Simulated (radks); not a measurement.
Results of a calculation; reference values are marked as such.
Problem. Species: Pb LIX. Configuration: [Ar] 3d6. Level of theory: scalar-relativistic Kohn-Sham, PBEsol, spin-polarised, spherical densities, finite nucleus; open shells are filled with parallel spins first (spin-orbit coupling, left out, can overturn this in heavy ions); Fermi nuclear charge, rms radius 5.5012 fm (a radial shooting solver on a logarithmic mesh with Libxc functionals). Some entries of the table are withheld. Estimate them.

| orbital | occ. | eigenvalue (eV) | <r> (bohr) | r(max) (bohr) |
|---|---|---|---|---|
| 1s up | 1 | -91920.17 | 0.01606 | 0.009850 |
| 1s down | 1 | -91919.75 | 0.01606 | 0.009850 |
| 2s up | 1 | -19547.17 | 0.06736 | 0.05708 |
| 2s down | 1 | -19525.97 | 0.06731 | 0.05705 |
| 2p up | 3 | -17326.32 | 0.06113 | 0.04750 |
| 2p down | 3 | -17308.88 | 0.06107 | 0.04746 |
| 3s up | 1 | -7239.592 | 0.1681 | 0.1576 |
| 3s down | 1 | -7215.332 | 0.1683 | 0.1577 |
| 3p up | 3 | -6594.514 | (1) | (2) |
| 3p down | 3 | -6570.340 | (3) | (4) |
| 3d up | 5 | -6006.238 | (5) | 0.1260 |
| 3d down | 1 | -5975.884 | (6) | 0.1263 |

Solution. 
(1) 3p up <r> (bohr): 0.1681
(2) 3p up r(max) (bohr): 0.1567
(3) 3p down <r> (bohr): 0.1683
(4) 3p down r(max) (bohr): 0.1568
(5) 3d up <r> (bohr): 0.1503
(6) 3d down <r> (bohr): 0.1506
